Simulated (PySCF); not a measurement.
Compound: C₆H₆N₂Si.
Cartesian coordinates in Å at the GFN2-xTB level; atoms count from 1:
```
atom  x, y, z in Å
C1    -1.3869   -0.2883   -1.0604
C2    -0.2691   -1.1716   -0.4965
C3     0.0225   -2.2392   -1.4062
N4     0.2776   -3.0727   -2.1479
Si5    1.3564   -0.1851   -0.1736
C6     0.8741    1.0704    1.1028
C7     0.5444    1.8862    1.9378
C8     0.1747    2.8031    2.8774
N9    -0.1421    3.5739    3.6688
H10   -1.6243    0.5089   -0.3587
H11   -2.2881   -0.8742   -1.2366
H12   -1.0839    0.1602   -2.0045
H13   -0.6067   -1.6255    0.4425
H14    2.3811   -1.0606    0.3922
H15    1.7660    0.5223   -1.3864
```

Computed with TDDFT PBE0/def2-SVPD, vertical, gas phase, core orbitals frozen in the response (PySCF 2.14.0, density-fitted response routines).

Kohn–Sham orbitals with the atoms that hold most of them (Löwdin shares over 4%, at most four atoms; ? is withheld):

| orbital | ε (eV) | atoms |
| --- | --- | --- |
| LUMO+2 | -0.08 | Si5 18%, C1 10%, C6 9%, H13 9% |
| LUMO+1 | -2.17 | C6 27%, C7 21%, N9 20%, C8 16% |
| LUMO | -2.26 | ? |
| HOMO | -8.89 | ? |
| HOMO-1 | -9.11 | C6 30%, C7 26%, N9 21%, C8 13% |
| HOMO-2 | -9.52 | N4 19%, C6 16%, C3 14%, C7 12% |
| HOMO-3 | -9.77 | N4 44%, C3 33%, C2 8%, C1 7% |

(1) Which atoms hold the LUMO, and with what shares?

(2) Which atoms hold the HOMO, and with what shares?

(3) How does S1 compare with the orbital gap of 6.63 eV?

Results:

(1) C6 (bonded to C and Si) 26%; C7 (bonded to 2 C) 20%; N9 (bonded to C) 19%; C8 (bonded to C and N) 14%. By element: carbon 61% or more, nitrogen 19% or more.

(2) C6 (bonded to C and Si) 16%; C7 (bonded to 2 C) 15%; N4 (bonded to C) 14%; C2 (bonded to 2 C, Si and H) 12%. By element: carbon 43% or more, nitrogen 14% or more.

(3) S1 is at 4.89 eV (f = 0.0000), 1.73 eV below the gap, made of HOMO-1→LUMO (57%), HOMO→LUMO+1 (30%), HOMO-2→LUMO+1 (10%). Its leading pair isn't HOMO and LUMO; the energies of that pair differ by 6.85 eV. 

Next come S2 at 5.12 eV (f 0.0059), HOMO-1→LUMO+1 (40%), HOMO→LUMO (37%), HOMO-2→LUMO (10%); S3 at 5.13 eV (f 0.0013), HOMO→LUMO+1 (41%), HOMO-1→LUMO (36%), HOMO-2→LUMO+1 (11%); S4 at 6.18 eV (f 0.201), HOMO-2→LUMO (53%), HOMO→LUMO (39%); S5 at 6.25 eV (f 0.0004), HOMO-2→LUMO+1 (73%), HOMO→LUMO+1 (23%).

Löwdin shares depend on the basis, the more so with diffuse functions.

One conformer stands for the species.
